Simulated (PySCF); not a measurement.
# How methods differ on the ionisation energy of Br+

Br+ [Ar] 3d10 4s2 4p4 (3P) → Br(2+) [Ar] 3d10 4s2 4p3 (4S), as a difference of total energies. All numbers are calculated (PySCF 2.14, a scalar-relativistic core potential, in aug-cc-pVQZ-PP with ECP10MDF (7s6p5d3f2g, 89 functions)). Correlated levels: valence: 3s2 3p6 3d10 frozen. The calculations carry no spin-orbit coupling.

```
           method  ionisation energy (eV)  error (eV)
              UHF                  20.230      -1.179
    MP2 (valence)                  21.047      -0.362
SCS-MP2 (valence)                  21.141      -0.268
   CCSD (valence)                  21.172      -0.237
CCSD(T) (valence)                  21.205      -0.204
```

Reference: 21.409 eV (measured; NIST levels, between the centres of gravity of the two terms).

Errors of the correlated levels include the incompleteness of this basis and the frozen core.
